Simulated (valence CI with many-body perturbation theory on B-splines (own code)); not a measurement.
E1 line list for W LXI

Calculated by valence CI with perturbative core correlation (CI+MBPT): four valence electrons over a frozen Dirac-Fock core [Ne], radial functions for each j: 11 s, 11 p, 10 d, 8 f, 5 g, 2 h, with the one-electron correlation potential Σ1 (screened to all orders), the two-electron term Σ2, the three-electron term Σ3, Breit, model QED; selected single and double excitations, second order for the rest, scaled by the run's own slope (own B-spline code, finite nucleus).

The last digits are not significant, and no measured levels were compared; by estimate large intervals hold to a few tenths of a per cent, small ones and those within an open d or f shell to about a per cent. Among the levels kept, up to 580 cm⁻¹ of a level comes from second order outside the variational space, and about a tenth of that is noise between levels of different J, which matters for small intervals.

Lines 1 to 50 of 565 in falling wavelength, among levels below 1735.0 eV, chosen from the strongest by gf and those to the six lowest levels. Wavelengths and rates use the calculated energies. Electric multipoles are in the length gauge, E1 and E2 with the static RPA response of the core. Weak lines are less certain than strong ones. Lines between different terms over intervals too small for the method are left out, as are lines whose strength nearly cancels. The highest levels of a list are the least certain.

Levels are named by their leading jj configuration (3d3/2^4 stands for four electrons in 3d with j = 3/2), which in mixed levels can hold well under half, so a name can repeat and another be missing. Letters in brackets count levels of one name in rising energy.

```tsv
λ vac (Å)	Upper	Lower	A (s⁻¹)	log gf	Branch %
96.29	(3s 3p1/2 3d3/2 3d5/2) J=4 [a]	(3s^2 3d3/2 3d5/2) J=3	5.75e+09	-1.14	2.0
89.47	(3s 3p1/2 3d3/2 3d5/2) J=5	(3s^2 3d3/2 3d5/2) J=4	1.41e+10	-0.73	4.7
89.28	(3p1/2 3p3/2^2 3d3/2) J=4	(3s 3p3/2^2 3d3/2) J=3 [b]	7.89e+09	-1.07	0.3
89.19	(3s 3p1/2 3p3/2 3d3/2) J=4	(3s^2 3p3/2 3d3/2) J=3	9.56e+09	-0.99	34.7
83.86	(3p1/2 3p3/2^2 3d5/2) J=5	(3s 3p3/2^2 3d5/2) J=4 [b]	1.13e+10	-0.88	0.8
78.91	(3s 3p1/2 3d3/2 3d5/2) J=3 [c]	(3s^2 3d3/2 3d5/2) J=2	1.26e+10	-1.08	0.4
78.31	(3s 3p1/2 3d5/2^2) J=5	(3s^2 3d5/2^2) J=4	2.81e+10	-0.55	6.3
77.81	(3s 3p1/2^2 3p3/2) J=2	(3s^2 3p1/2 3p3/2) J=2	1.21e+10	-1.26	44.7
77.61	(3p1/2^2 3d3/2 3d5/2) J=4	(3s 3p1/2 3d3/2 3d5/2) J=3 [d]	2.42e+10	-0.71	5.8
77.31	(3s 3p1/2 3p3/2 3d5/2) J=5	(3s^2 3p3/2 3d5/2) J=4	2.12e+10	-0.68	100.0
76.80	(3s 3p1/2 3d5/2^2) J=3 [a]	(3s^2 3d5/2^2) J=2	2.47e+10	-0.82	4.1
76.44	(3s 3p1/2 3p3/2^2) J=3	(3s^2 3p3/2^2) J=2	1.39e+10	-1.07	3.7
75.57	(3s 3p1/2 3d3/2 3d5/2) J=4 [c]	(3s^2 3d3/2 3d5/2) J=4	1.38e+10	-0.97	0.5
75.48	(3s 3p1/2 3p3/2 3d5/2) J=4 [c]	(3s^2 3p3/2 3d5/2) J=3	1.28e+10	-1.01	1.0
74.34	(3s 3p1/2^2 3d5/2) J=3	(3s^2 3p1/2 3d5/2) J=3	1.69e+10	-1.01	6.8
74.21	(3p1/2^2 3p3/2 3d5/2) J=4	(3s 3p1/2 3p3/2 3d5/2) J=3 [c]	1.86e+10	-0.86	2.1
73.86	(3s^2 3p3/2^2) J=2	(3s 3p1/2^2 3p3/2) J=1	2.01e+08	-3.08	26.5
73.84	(3s 3p1/2^2 3d5/2) J=3	(3s^2 3p1/2 3d5/2) J=2	2.75e+10	-0.80	11.0
73.51	(3s 3p1/2^2 3p3/2) J=2	(3s^2 3p1/2 3p3/2) J=1	1.50e+10	-1.22	55.3
73.47	(3s 3p1/2 3p3/2 3d3/2) J=3 [c]	(3s^2 3p3/2 3d3/2) J=3	1.82e+10	-0.99	0.8
73.20	(3s 3p1/2 3p3/2 3d5/2) J=3 [b]	(3s^2 3p3/2 3d5/2) J=2	1.61e+10	-1.04	2.5
72.61	(3p1/2 3p3/2^2 3d5/2) J=4 [b]	(3s 3p3/2^2 3d5/2) J=3 [a]	1.57e+10	-0.95	0.6
72.26	(3s 3p1/2 3d5/2^2) J=2 [b]	(3s^2 3d5/2^2) J=2	2.70e+10	-0.98	3.2
72.04	(3p1/2^2 3d3/2 3d5/2) J=4	(3s 3p1/2 3d3/2 3d5/2) J=4 [c]	1.99e+10	-0.86	4.7
71.72	(3s 3p1/2^2 3d3/2) J=1	(3s^2 3p1/2 3d3/2) J=2	3.43e+10	-1.10	61.1
71.63	(3p1/2^2 3p3/2 3d3/2) J=3	(3s 3p1/2 3p3/2 3d3/2) J=3 [c]	2.35e+10	-0.90	2.0
71.37	(3s 3p1/2 3d5/2^2) J=4 [b]	(3s^2 3d5/2^2) J=4	2.24e+10	-0.81	3.8
71.17	(3p1/2^2 3p3/2 3d5/2) J=3	(3s 3p1/2 3p3/2 3d5/2) J=2 [c]	1.82e+10	-1.01	1.7
70.73	(3p1/2^2 3p3/2 3d5/2) J=3	(3s 3p1/2 3p3/2 3d5/2) J=3 [d]	1.38e+10	-1.14	1.3
70.65	(3p1/2^2 3d5/2^2) J=4	(3s 3p1/2 3d5/2^2) J=3 [b]	5.03e+10	-0.47	9.4
70.54	(3p1/2^2 3d3/2^2) J=0	(3s 3p1/2 3d3/2^2) J=1 [b]	1.01e+11	-1.12	47.0
70.28	(3s 3p1/2 3d3/2 3d5/2) J=3 [d]	(3s^2 3d3/2 3d5/2) J=4	2.45e+10	-0.90	0.9
69.79	(3p1/2 3p3/2^2 3d3/2) J=4	(3s 3p3/2^2 3d3/2) J=4	1.84e+10	-0.92	0.6
69.65	(3s 3p1/2 3d5/2^2) J=3 [b]	(3s^2 3d5/2^2) J=4	2.79e+10	-0.85	2.9
69.37	(3p1/2^2 3p3/2 3d5/2) J=4	(3s 3p1/2 3p3/2 3d5/2) J=4 [b]	1.13e+10	-1.14	1.3
69.17	(3p1/2^2 3d5/2^2) J=2	(3s 3p1/2 3d5/2^2) J=1 [a]	3.38e+10	-0.92	5.5
68.96	(3p1/2^2 3d5/2^2) J=4	(3s 3p1/2 3d5/2^2) J=4 [b]	4.16e+10	-0.57	7.8
68.79	(3s 3p1/2^2 3d3/2) J=2	(3s^2 3p1/2 3d3/2) J=2	2.63e+10	-1.03	47.9
68.70	(3s 3p1/2 3p3/2 3d5/2) J=3 [d]	(3s^2 3p3/2 3d5/2) J=3	2.27e+10	-0.95	1.2
68.60	(3s 3p1/2^2 3d5/2) J=2	(3s^2 3p1/2 3d5/2) J=3	3.79e+10	-0.87	13.7
68.40	(3p1/2 3p3/2^2 3d3/2) J=3 [a]	(3s 3p3/2^2 3d3/2) J=3 [a]	2.11e+10	-0.98	0.7
68.22	(3p1/2^2 3d5/2^2) J=2	(3s 3p1/2 3d5/2^2) J=2 [b]	5.51e+10	-0.72	9.0
68.21	(3p1/2^2 3d3/2 3d5/2) J=3	(3s 3p1/2 3d3/2 3d5/2) J=3 [b]	4.19e+10	-0.69	10.5
67.07	(3p1/2 3p3/2^3) J=2	(3s 3p3/2^3) J=2	2.04e+10	-1.16	0.7
66.87	(3p1/2^2 3d3/2 3d5/2) J=2	(3s 3p1/2 3d3/2 3d5/2) J=2 [b]	2.08e+10	-1.16	1.0
66.33	(3p1/2^2 3d5/2^2) J=0	(3s 3p1/2 3d5/2^2) J=1 [b]	1.85e+11	-0.91	25.4
66.30	(3s 3p1/2^2 3p3/2) J=1	(3s^2 3p1/2 3p3/2) J=2	4.34e+10	-1.07	5.5
66.03	(3p1/2^2 3d3/2^2) J=2	(3s 3p1/2 3d3/2^2) J=3	4.96e+10	-0.79	8.4
66.00	(3p1/2^2 3p3/2 3d5/2) J=2	(3s 3p1/2 3p3/2 3d5/2) J=1 [a]	2.42e+10	-1.10	2.5
65.90	(3p1/2^2 3p3/2 3d5/2) J=1	(3s 3p1/2 3p3/2 3d5/2) J=1 [c]	4.33e+10	-1.07	4.1
```
